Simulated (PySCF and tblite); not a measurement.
Results of a calculation; reference values are marked as such.
System: C7H5N2O (charge -1), numbered as in [cH:1]1[cH:2][o:3][c:4](-[c:5]2[cH:6][cH:7][n:8][n-:9]2)[cH:10]1.

Two runs for the rotation about the C4–C5 bond (torsion O3–C4–C5–C6 from 0° to 180°, rising) on the same GFN2-xTB geometries. The first, revPBE/pcSseg-1 + D3(BJ), gave a barrier of 7.6 kcal/mol. The second was started with:

```json
{"job": {"kind": "nmr", "xc": "revPBE", "basis": "pcSseg-1", "grid": 0, "pop": false}, "charge": -1, "multiplicity": 1}
```

```
final grid: 13912 points
cycle   1  E = -454.0899629128  dE =  1.797e+00  |g| = 7.100e-01  |ddm| = 4.112e+00
cycle   2  E = -453.9185782808  dE =  1.714e-01  |g| = 1.098e+00  |ddm| = 3.476e+00
cycle   3  E = -454.2111173318  dE = -2.925e-01  |g| = 2.721e-01  |ddm| = 2.500e+00
cycle   4  E = -454.2270877082  dE = -1.597e-02  |g| = 1.261e-01  |ddm| = 4.320e-01
cycle   5  E = -454.2307238628  dE = -3.636e-03  |g| = 4.452e-02  |ddm| = 1.936e-01
cycle   6  E = -454.2311217919  dE = -3.979e-04  |g| = 1.388e-02  |ddm| = 5.100e-02
cycle   7  E = -454.2311547325  dE = -3.294e-05  |g| = 7.072e-03  |ddm| = 1.754e-02
cycle   8  E = -454.2311670472  dE = -1.231e-05  |g| = 7.714e-04  |ddm| = 7.100e-03
cycle   9  E = -454.2311671257  dE = -7.850e-08  |g| = 4.990e-04  |ddm| = 1.066e-03
cycle  10  E = -454.2311671757  dE = -4.996e-08  |g| = 1.545e-04  |ddm| = 4.878e-04
cycle  11  E = -454.2311671785  dE = -2.806e-09  |g| = 1.037e-04  |ddm| = 2.692e-04
cycle  12  E = -454.2311671813  dE = -2.863e-09  |g| = 1.463e-05  |ddm| = 1.411e-04
cycle  13  E = -454.2311671813  dE =  2.103e-11  |g| = 1.581e-05  |ddm| = 2.900e-05
```

Q: What is wrong with the second run, and what did it give?

A: Its fault: integration grid far too coarse. It ran through; the barrier from its energies is 7.5 kcal/mol, off by -0.1.
